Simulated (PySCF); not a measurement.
2-bromobut-1-en-3-yne (C4H3Br), SMILES C#CC(=C)Br.

Coordinates come from a B3LYP-D3(BJ)/def2-SVP optimisation.

The numbers are results of M06-2X/def2-TZVP run with PySCF, not measurements.

Symmetry labels are those of the subgroup Cs that the program uses (full group Cs).

Task: List the valence orbital energies around the gap with their symmetry. (The exact figures need the calculation; the answer reports its results.)

Result: 
| orbital | symmetry | energy (eV) |
|---|---|---|
| HOMO−7 | A' | -15.39 |
| HOMO−6 | A' | -14.47 |
| HOMO−5 | A' | -12.25 |
| HOMO−4 | A" | -12.20 |
| HOMO−3 | A' | -10.05 |
| HOMO−2 | A" | -9.78 |
| HOMO−1 | A' | -9.38 |
| HOMO | A" | -8.43 |
| LUMO | A" | -0.59 |
| LUMO+1 | A' | 0.16 |
| LUMO+2 | A' | 2.33 |
| LUMO+3 | A' | 2.46 |
